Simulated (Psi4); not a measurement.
C2H6, charge +1, doublet, geometry from GFN2-xTB (a state made from the parent by changing its charge; the spin is typed, not shown lowest), with bond 4-1 at 1.6 times its length; CAM-B3LYP/def2-SVP (Psi4).

Psi4 was given this input:
```
memory 2 GB

molecule {
1 2
  C    -0.71874859    0.13634016   -0.02510292
  C     0.71874859   -0.13634016    0.02510292
  H    -1.25610398   -0.58656361   -0.67710659
  H    -1.12451718    1.77588568   -0.45242161
  H    -1.23187435   -0.16588763    0.91394436
  H     0.97235396   -1.16105611    0.29217710
  H     1.25610398    0.58656361    0.67710659
  H     1.23187435    0.16588763   -0.91394436
}

set basis def2-svp
set reference uks
set scf_type disk_df

energy('cam-b3lyp')
print_variables()
```

Q: Predict the main parts of the log of this Psi4 run.

A: 
```
   => Loading Basis Set <=

    Name: DEF2-SVP
    Role: ORBITAL
    Keyword: BASIS

         ---------------------------------------------------------
                                   SCF
               by Justin Turney, Rob Parrish, Andy Simmonett
                          and Daniel G. A. Smith
                              UKS Reference
         ---------------------------------------------------------

  ==> Geometry <==

    Molecular point group: c1
    Full point group: C1

    Geometry (in Angstrom), charge = 1, multiplicity = 2:

       Center              X                  Y                   Z               Mass
    ------------   -----------------  -----------------  -----------------  -----------------
         C           -0.713644780758     0.115717746503    -0.019728050756    12.000000000000
         C            0.723852399242    -0.156962573497     0.030477789244    12.000000000000
         H           -1.251000170758    -0.607186023497    -0.671731720756     1.007825032230
         H           -1.119413370758     1.755263266503    -0.447046740756     1.007825032230
         H           -1.226770540758    -0.186510043497     0.919319229244     1.007825032230
         H            0.977457769242    -1.181678523497     0.297551969244     1.007825032230
         H            1.261207789242     0.565941196503     0.682481459244     1.007825032230
         H            1.236978159242     0.145265216503    -0.908569490756     1.007825032230

  Running in c1 symmetry.

  Rotational constants: A =      2.16549  B =      0.68966  C =      0.62978 [cm^-1]
  Rotational constants: A =  64919.75501  B =  20675.62777  C =  18880.31910 [MHz]
  Nuclear repulsion =   41.101061789104378

  Charge       = 1
  Multiplicity = 2
  Electrons    = 17
  Nalpha       = 9
  Nbeta        = 8

  ==> Algorithm <==

  SCF Algorithm Type is DISK_DF.
  DIIS enabled.
  MOM disabled.
  Fractional occupation disabled.
  Guess Type is SAD.
  Energy threshold   = 1.00e-06
  Density threshold  = 1.00e-06
  Integral threshold = 1.00e-12

  ==> Primary Basis <==

  Basis Set: DEF2-SVP
    Blend: DEF2-SVP
    Number of shells: 30
    Number of basis functions: 58
    Number of Cartesian functions: 60
    Spherical Harmonics?: true
    Max angular momentum: 2

  ==> DFT Potential <==

   => LibXC <=

    Version 7.1.2
    S. Lehtola, C. Steigemann, M. J. T. Oliveira, and M. A. L. Marques,  SoftwareX 7, 1–5 (2018) (10.1016/j.softx.2017.11.002)

   => Composite Functional: CAM-B3LYP <=

    CAM-B3LYP Hyb-GGA Exchange-Correlation Functional

    T. Yanai, D. P. Tew, and N. C. Handy,  Chem. Phys. Lett. 393, 51 (2004) (10.1016/j.cplett.2004.06.011)

    Deriv               =              1
    GGA                 =           TRUE
    Meta                =          FALSE

    Exchange Hybrid     =           TRUE
    MP2 Hybrid          =          FALSE

   => Exchange Functionals <=

    0.3500         Becke 88 [omega = 0.3300]
    0.4600   Short-range recipe for B88 functional - erf [omega = 0.3300]

   => Exact (HF) Exchange <=

    0.4600            HF,LR [omega = 0.3300]
    0.1900               HF

   => Correlation Functionals <=

    0.1900   Vosko, Wilk & Nusair (VWN5)
    0.8100   Lee, Yang & Parr

   => LibXC Density Thresholds  <==

    XC_HYB_GGA_XC_CAM_B3LYP:  1.00E-14

   => Molecular Quadrature <=

    Radial Scheme          =       TREUTLER
    Pruning Scheme         =           NONE
    Nuclear Scheme         =       TREUTLER

    Blocking Scheme        =         OCTREE
    BS radius alpha        =              1
    Pruning alpha          =              1
    Radial Points          =             75
    Spherical Points       =            302
    Total Points           =         173567
    Total Blocks           =           1343
    Max Points             =            256
    Max Functions          =             58
    Weights Tolerance      =       1.00E-15

   => Loading Basis Set <=

    Name: (DEF2-SVP AUX)
    Role: JKFIT
[...]

   -------------------------
    Irrep   Nso     Nmo
   -------------------------
     A         58      58
   -------------------------
    Total      58      58
   -------------------------

  ==> Iterations <==

                           Total Energy        Delta E     RMS |[F,P]|

   @DF-UKS iter SAD:   -79.02060341116004   -7.90206e+01   0.00000e+00
   @DF-UKS iter   1:   -79.06610414800365   -4.55007e-02   7.88974e-03 ADIIS/DIIS
   @DF-UKS iter   2:   -79.10211149673958   -3.60073e-02   7.18724e-03 ADIIS/DIIS
   @DF-UKS iter   3:   -79.20402494689081   -1.01913e-01   7.06923e-04 ADIIS/DIIS
   @DF-UKS iter   4:   -79.20614335501413   -2.11841e-03   3.75588e-04 ADIIS/DIIS
   @DF-UKS iter   5:   -79.20674480326264   -6.01448e-04   1.79630e-04 ADIIS/DIIS
   @DF-UKS iter   6:   -79.20693179149472   -1.86988e-04   3.88963e-05 DIIS
   @DF-UKS iter   7:   -79.20695478122947   -2.29897e-05   1.82626e-05 DIIS
   @DF-UKS iter   8:   -79.20696018433051   -5.40310e-06   8.93329e-06 DIIS
   @DF-UKS iter   9:   -79.20696192740131   -1.74307e-06   3.34675e-06 DIIS
   @DF-UKS iter  10:   -79.20696211764478   -1.90243e-07   1.59887e-06 DIIS
   @DF-UKS iter  11:   -79.20696216018050   -4.25357e-08   4.34368e-07 DIIS
  Energy and wave function converged.

  ==> Post-Iterations <==

   Electrons on quadrature grid:
      Nalpha   =    8.9999966170 ; deviation = -3.383e-06
      Nbeta    =    8.0000003252 ; deviation = 3.252e-07
      Ntotal   =   16.9999969421 ; deviation = -3.058e-06

   @Spin Contamination Metric:   5.251488658E-03
   @S^2 Expected:                7.500000000E-01
   @S^2 Observed:                7.552514887E-01
   @S   Expected:                5.000000000E-01
   @S   Observed:                5.000000000E-01

    Orbital Energies [Eh]
    ---------------------

    Alpha Occupied:

[...]
    Alpha Virtual:

[...]
      58A      2.869529

    Beta Occupied:

[...]
    Beta Virtual:

[...]
    Final Occupation by Irrep:
              A
    DOCC [     8 ]
    SOCC [     1 ]
    NA   [     9 ]
    NB   [     8 ]

  @DF-UKS Final Energy:   -79.20696216018050

   => Energetics <=

    Nuclear Repulsion Energy =             41.1010617891043779
    One-Electron Energy =                -181.8041065951116479
    Two-Electron Energy =                  70.4577721510523389
    DFT Exchange-Correlation Energy =      -8.9616895052255714
    Empirical Dispersion Energy =           0.0000000000000000
    VV10 Nonlocal Energy =                  0.0000000000000000
    Total Energy =                        -79.2069621601804954

  UHF NO Occupations:
  HONO-2 :    7  A 1.9999164
  HONO-1 :    8  A 1.9975167
  HONO-0 :    9  A 1.0000000
  LUNO+0 :   10  A 0.0024833
  LUNO+1 :   11  A 0.0000836
  LUNO+2 :   12  A 0.0000349
  LUNO+3 :   13  A 0.0000106

Computation Completed

Properties will be evaluated at   0.000000,   0.000000,   0.000000 [a0]

Properties computed using the SCF density matrix

 Multipole Moments:

 ------------------------------------------------------------------------------------
     Multipole            Electronic (a.u.)      Nuclear  (a.u.)        Total (a.u.)
 ------------------------------------------------------------------------------------

 L = 1.  Multiply by 2.5417464519 to convert [e a0] to [Debye]
 Dipole X            :         -0.6621658           -0.1139404           -0.7761062
 Dipole Y            :          0.2594089            0.4603867            0.7197955
 Dipole Z            :         -0.0585041           -0.1199917           -0.1784958
 Magnitude           :                                                    1.0734557

 ------------------------------------------------------------------------------------

  Variable Map:
  ----------------------------------------------------------------------------
[...]
  Array Variable Map:
  ----------------------------------------------------------------------------
[...]
[...]
```
